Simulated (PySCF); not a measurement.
A structure optimised at PBE-D3(BJ)/def2-SVPD, used in a PySCF frequency run:

```xyz
4

Bi     0.0000     0.0000     0.6759
B      0.0000     0.0000    -1.3918
B      0.0000     0.0000    -3.0175
O      0.0000     0.0000    -4.2567
```
Charge -1, spin multiplicity 1.

Task: Write its SMILES, formula and point group.

Result: O=B[B-]#[Bi], B2BiO, C∞v

Task: What are its rotational constants (standard atomic weights)?

Result: 1.0065 GHz (linear rotor, B only)
